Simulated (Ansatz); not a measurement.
Consider the ligand exchange at the Si–S bond: `CO[SiH2]S[SiH3]` + `[CH3][Al]([F])[SH]` → `[CH3][Al]([F])[S][SiH3]` + `CO[SiH2]S`.

Computed with Ansatz on PBE0-D4/def2-TZVP structures; ΔE is electronic, products minus reactants. CCSD(T)/CBS is the MP2 limit (def2-TZVPP, def2-QZVPP) plus CCSD(T) − MP2 in def2-TZVPP, frozen cores. This one scheme is used for every species. Each species was taken in one conformer, which may not be the lowest.

`CO[SiH2]S[SiH3]`:

Cartesian coordinates in Å:
```
C -0.830 0.909 1.690
O 0.163 1.639 1.004
Si 1.037 1.043 -0.240
S -0.186 0.420 -1.881
Si -0.147 -1.679 -1.488
H -1.653 0.638 1.021
H -0.419 -0.006 2.132
H -1.220 1.539 2.491
H 1.824 -0.145 0.194
H 1.900 2.153 -0.691
H -1.119 -2.295 -2.424
H -0.553 -1.967 -0.088
H 1.204 -2.248 -1.719
```

`[CH3][Al]([F])[SH]`:

Z-matrix (Å, degrees):
```
C
Al 1 1.934
H 1 1.092 2 112.6
H 1 1.094 2 110.4 3 120.9
H 1 1.094 2 110.5 3 -121.0
F 2 1.650 1 120.1 3 178.5
S 2 2.176 1 125.7 3 -1.6
H 7 1.344 2 92.4 1 0.1
```

`[CH3][Al]([F])[S][SiH3]`:

```xyz
11

C    -0.399   -0.605   -1.603
Al   -1.524   -0.009   -0.148
F    -3.162   -0.023   -0.334
S    -0.865    0.713    1.797
Si    1.250    0.550    1.536
H    -0.549    0.033   -2.479
H    -0.674   -1.622   -1.898
H     0.665   -0.598   -1.359
H     1.664   -0.854    1.284
H     1.866    1.026    2.797
H     1.727    1.389    0.406
```

`CO[SiH2]S`:

```xyz
10

C     0.345    0.466    1.574
O     0.663   -0.092    0.318
Si   -0.480   -0.480   -0.790
S     0.444   -0.995   -2.626
H     1.273    0.791    2.047
H    -0.318    1.334    1.476
H    -0.138   -0.270    2.226
H    -1.400    0.678   -0.950
H    -1.249   -1.688   -0.393
H     0.862    0.257   -2.883
```

```csv
species,CCSD(T)/CBS(def2) energy (Eh)
`CO[SiH2]S[SiH3]`,-1094.05100
`[CH3][Al]([F])[SH]`,-780.18144
`[CH3][Al]([F])[S][SiH3]`,-1070.48468
`CO[SiH2]S`,-803.74459
```

**Question.** Work out ΔE.

**Answer.** ΔE = (-1070.48468) + (-803.74459) − (-1094.05100) − (-780.18144) = 0.00317 Eh = +8.3 kJ/mol.

Largest T1 diagnostic among the species: 0.012.

In def2-TZVPP, CCSD(T) changes the Hartree–Fock value by +4.2 kJ/mol (the triples alone add +0.8 kJ/mol) and MP2 by +4.8 kJ/mol. The D4 term adds +3.5 kJ/mol with B3LYP and +2.0 kJ/mol with PBE0; it sums over pairs of atoms, weighted by their polarisabilities, and B3LYP, whose exchange is more repulsive, gets the larger term.

B3LYP here is the variant with VWN-RPA as its local correlation; programs differ in this.
